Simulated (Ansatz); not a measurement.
Question: Name a neutral molecule of Al, C, F, O and H with HOMO energy (B3LYP/def2-TZVPP) between -7.95 and -7.65 eV and LUMO energy (PBE/def2-TZVPP) between -1.95 and -1.65 eV (Ansatz, PBE0-D4/def2-TZVP geometry).

Answer: `C#[C][Al]([OH])[CH2]F` (-7.85 eV, -1.91 eV). Other molecules can fit too; these were computed, each in one conformer that needn't be the lowest.

B3LYP here is the variant with VWN-RPA as its local correlation; programs differ in this.
